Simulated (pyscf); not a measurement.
## •HAs–InH₂, doublet

Gas-phase minimum from PySCF at ωB97X-D3(BJ)/def2-SVP, one conformer. •HAs–InH₂ lies 5.8 kcal/mol over its isomer [H₂As–InH]•, and others may lie lower still (electronic energy, ωB97M-D3(BJ)). 

```
In
H 1 1.7288
H 1 1.7295 2 121.31
As 1 2.5705 2 120.49 3 -178.99
H 4 1.5256 1 91.91 2 -16.34
```
Charge 0, spin multiplicity 2.

Properties at ωB97X-D3(BJ)/def2-SVP:

```
Quantity                                                                                                                                                           Result
---------------------------------------------------------------------------------------------------------------------  --------------------------------------------------
Harmonic wavenumbers, unscaled                                                                                         33, 238, 333, 483, 614, 635, 1815, 1821, 2238 cm⁻¹
Zero-point energy                                                                                                                                           11.7 kcal/mol
Rotational symmetry number                                                                                                                                              1
Entropy of this conformer at 298 K and 1 atm, rigid rotor and harmonic oscillator, modes under 100 cm⁻¹ raised to 100                                     318.1 J/(mol K)
Dipole moment                                                                                                                                                      0.55 D
Spin expectation value S2                                                                                                                                           0.753
```

Single-point totals, which compare only within one level (frozen core for MP2 and CC):

```
level                   total energy (hartree)
----------------------  ----------------------
ωB97X-D3(BJ)/def2-TZVP             -2427.79265
PBE/def2-TZVP                      -2427.43139
r²SCAN/def2-TZVP                   -2427.83468
B3LYP-D3(BJ)/def2-TZVP             -2427.89552
PBE0-D3(BJ)/def2-TZVP              -2427.50265
M06-2X/def2-TZVP                   -2427.70704
ωB97M-D3(BJ)/def2-TZVP             -2427.81730
UHF/def2-TZVPP                     -2425.13702
MP2/def2-TZVPP                     -2425.67350
CCSD/def2-TZVPP                    -2425.68946
CCSD(T)/def2-TZVPP                 -2425.70683
```

The lowest mode is so soft that the shape along it may change with the basis. Soft torsions are taken as harmonic, which can shift the entropy by several J/(mol K). The CCSD(T) − MP2 part came from Ansatz, without density fitting, on the same reference. The frozen core leaves the outer d or s,p core shells of the metals and heavy elements correlated in the MP2 and CC values, and def2-TZVPP describes them poorly, so these totals are far from the basis limit. Elements up to Kr have no core potential and no relativistic terms here. Elements past Kr carry the def2 core potentials, without spin-orbit coupling.
